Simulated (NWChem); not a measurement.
System: GeSiH$_{4}$O, singlet; SMILES [OH][Ge][SiH3]

```xyz
7

Ge     0.4338     0.6752     0.0010
O     -1.2683     1.2265    -0.0017
H     -1.9429     0.5370     0.0294
Si    -0.0843    -1.7846     0.0018
H      0.7463    -2.5703     0.9721
H      0.1755    -2.3548    -1.3636
H     -1.5324    -2.0452     0.3187
```
Atoms are numbered in this order, from 1.

Results from NWChem. Low-valent species are run as closed-shell singlets; no triplet was tried in these runs. All runs use the structure optimised with PBE0/def2-SVP. Ions are spin-unrestricted doublets at the neutral geometry; other ion states weren't tried.

### Question
Predict the results for LRC-wPBEh/def2-SVP. Quantities: vertical ionisation energy, ΔSCF (eV); −ε(HOMO) (eV).

### Answer
```json
{
 "vertical ionisation energy, ΔSCF (eV)": "8.51",
 "−ε(HOMO) (eV)": "8.14"
}
```
